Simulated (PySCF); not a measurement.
PySCF 2.14 output of an unrestricted PBE0 calculation on a single atom or ion in x2c-TZVPall (6s5p4d1f, 48 functions), with scalar relativity by spin-free X2C-1e:

```
SCF conv_tol = 1e-09
number electrons alpha = 15  beta = 9
    C. Adamo and V. Barone.,  J. Chem. Phys. 110, 6158 (1999)
    M. Ernzerhof and G. E. Scuseria.,  J. Chem. Phys. 110, 5029 (1999)
cycle= 1 E= -1050.56143726183  delta_E= -0.0069  |g|= 0.0768  |ddm|= 0.219
cycle= 2 E= -1050.55879580841  delta_E= 0.00264  |g|= 0.127  |ddm|= 0.172
cycle= 3 E= -1050.56321049248  delta_E= -0.00441  |g|= 0.00195  |ddm|= 0.0676
cycle= 4 E= -1050.56321352309  delta_E= -3.03e-06  |g|= 0.00174  |ddm|= 0.0104
cycle= 5 E= -1050.56321442082  delta_E= -8.98e-07  |g|= 1.04e-05  |ddm|= 0.00243
cycle= 6 E= -1050.56321442087  delta_E= -5.32e-11  |g|= 1.54e-06  |ddm|= 2.11e-05
converged SCF energy = -1050.56321442087  <S^2> = 12.000025  2S+1 = 7.0000072
```

The run itself started from symmetry-adapted Hartree-Fock orbitals and held the occupation by maximum overlap, on a logarithmic radial grid, so the iterations belong to that start.

**Question.** Which element, charge and spin multiplicity is this?

**Answer.** Cr (chromium, neutral), multiplicity 7; the state was [Ar] 3d5 4s1, high-spin 7S determinant.
